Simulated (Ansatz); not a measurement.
Match the barriers

Saddle point of SiH3ClOF2, closed shell (SiH₂OF₂ ([OH][SiH]([F])[F]) + HCl → SiHClF₂ ([F][SiH]([F])[Cl]) + H₂O; bonds formed: Si1–Cl7, O2–H6; bonds broken: Si1–O2, H6–Cl7), PBE0-D4/def2-TZVP structure:

Si1  (-0.545, 0.209, -0.407)
O2  (0.542, -0.883, 0.446)
F3  (-1.008, -0.935, -1.434)
F4  (0.207, 1.187, -1.390)
H5  (-1.796, 0.600, 0.230)
H6  (0.972, -0.124, 1.108)
Cl7  (0.552, 1.464, 1.494)
H8  (1.076, -1.519, -0.046)
(Å)

Ansatz 0.2.0; basis: def2-TZVPP, with def2-QZVPP for the basis limit; cores frozen in the correlated methods. Extrapolation: Hartree–Fock as exp(−7.88 √X), correlation as X^−2.97. Four methods, as single points on the PBE0-D4 structures, gave these electronic barriers from the start structure: 20.13, 23.38, 26.77, 36.02 kcal/mol.

**Question.** The methods were, in alphabetical order, BHLYP-D4, BLYP-D4, HF, r2SCAN-D4. Which gave which? (Judge from chemistry; the calculation decides.)

**Answer.** The calculation gives: r2SCAN-D4 20.13; BLYP-D4 23.38; BHLYP-D4 26.77; HF 36.02 kcal/mol. For comparison, CCSD(T) at an estimated basis limit (MP2 extrapolated from triple and quadruple zeta, plus CCSD(T) − MP2 in triple zeta) gives 24.78 kcal/mol.

The T1 diagnostic stays at or below 0.011.

Hydrogen chloride, the by-product of chloride precursors, can attack films and sites by steps of this kind.

Labels in which every atom is bracketed show which atoms are joined, not bond orders.

For scale, one of the runs: CCSD(T)/def2-TZVPP, 219 basis functions, launched by `ansatz run in.yaml --threads 4 --pin off --events-out ev --progress --plain --max-ram 9574MiB`. Hardware: 4 CPU threads of an Arm Neoverse V2, shared host. Wall time 110 s; peak host memory 3.4 GiB.
